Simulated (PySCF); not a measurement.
## Converging AsI in the basis (PBE0)

PySCF, UKS reference; triplet, unpaired electrons π ↑↑; De to As + I without counterpoise correction.

```
       basis                           relativity  functions  Re (Å)  ωe (cm⁻¹)  De (eV)  μ (D)
  cc-pVDZ-PP  scalar-relativistic core potentials         46   2.509        258     2.35  -0.82
    def2-SVP  scalar-relativistic core potentials         58   2.500        260     2.39  -0.65
  cc-pVTZ-PP  scalar-relativistic core potentials         78   2.493        261     2.44  -0.71
x2c-TZVPPall                        spin-free X2C        108   2.488        262     2.45  -0.62
```

Task: How does each smaller set differ from the one with most functions, x2c-TZVPPall?

Result: cc-pVDZ-PP: +2.1 pm, -1.5 % in ωe, -0.10 eV in De; def2-SVP: +1.2 pm, -0.8 % in ωe, -0.06 eV in De; cc-pVTZ-PP: +0.5 pm, -0.4 % in ωe, -0.01 eV in De. All at PBE0; the set with most functions is neither the basis-set limit nor always the best. The rows treat relativity differently, so the differences are not basis effects alone.

A positive dipole means As(−)I(+). These are scalar-relativistic numbers at best; spin–orbit coupling would shift them, the dissociation energy most. The state is the lowest determinant that a PBE0 search found; another state may lie lower at other levels.
